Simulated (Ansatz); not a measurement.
BrHSi (SMILES [SiH]Br) moved off its minimum; all values from Ansatz (a program for electronic structure), cores frozen in correlated methods.
(charge 0, multiplicity 1)
```xyz
3

Si    -0.9352    -0.7849     1.0066
H     -1.9253    -1.2547     0.0101
Br     0.4226     0.2855    -0.3904
```

Forces at r2SCAN/def2-TZVPP (eV/Å):

```json
[
 {"atom": "Si1", "Fx": "0.299", "Fy": "0.036", "Fz": "0.990"},
 {"atom": "H2", "Fx": "-0.400", "Fy": "-0.147", "Fz": "-0.682"},
 {"atom": "Br3", "Fx": "0.101", "Fy": "0.111", "Fz": "-0.308"}
]
```

Problem. Give the forces (eV/Å), the total energy and the dipole at CCSD(T)/def2-TZVPPD.

Solution. 
| atom | Fx | Fy | Fz |
|---|---|---|---|
| Si1 | 0.146 | -0.045 | 0.891 |
| H2 | -0.324 | -0.120 | -0.547 |
| Br3 | 0.178 | 0.165 | -0.344 |
Energy -2862.2389 hartree, dipole 0.90 D.

Doubts at one or more of the structures used: a restricted determinant that unrestricted orbitals would lower (CCSD(T)/def2-TZVPPD).
